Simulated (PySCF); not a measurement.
Cl3Re, SMILES [Cl][Re]([Cl])[Cl] (connectivity only; charge and spin as stated), neutral, multiplicity 5.

Geometry: PBE-D3(BJ)/def2-SVP. The spin state was assumed, not searched. The def2 effective core potentials stand for the cores of Re; spin–orbit coupling is left out.

Calculation: PySCF with B3LYP/def2-TZVPD.

The molecule is in vacuum.

```yaml
total_energy: -1459.09719 hartree
point_group: C2v
"α spin, highest occupied and lowest empty level": -6.83 and -3.97 eV
"β spin, highest occupied and lowest empty level": -8.87 and -4.33 eV
dipole_moment: 0.91 D
quadrupole, principal values (traceless, Buckingham form, about the centre of nuclear charge): -4.63, -0.99, 5.61 D·Å
mean_static_polarisability: 87.2 bohr³ (12.92 Å³)
polarisability_principal_values: 59.3, 89.4, 112.8 bohr³
"⟨S²⟩": 6.017 (pure state 6.00)
```
